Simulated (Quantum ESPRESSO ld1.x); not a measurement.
Question: Charge is removed step by step from the 2p (averaged over the sub-levels emptied) level of Si3+, starting from [Ne] 3s1. Code: ld1.x of Quantum ESPRESSO 7.5. Model: Dirac Kohn-Sham, LDA (Slater exchange, VWN5 correlation), spin-unpolarised, spherical densities, point nucleus. At the starting occupation the eigenvalue is -132.09 eV. Estimate the energy to remove one whole electron from this level, the eigenvalue at the end, and how far E(n) bends from a straight line.

Answer: Delta-SCF 150.62 eV; final eigenvalue -169.67 eV; the deviation from the straight line is -4.523 eV at 0.6 electron removed, the largest on the grid computed. Integrating minus the eigenvalue over the occupation (Janak's theorem) gives 150.63 eV. The mean slope of the eigenvalue, de/dn, is 37.6 eV per electron.
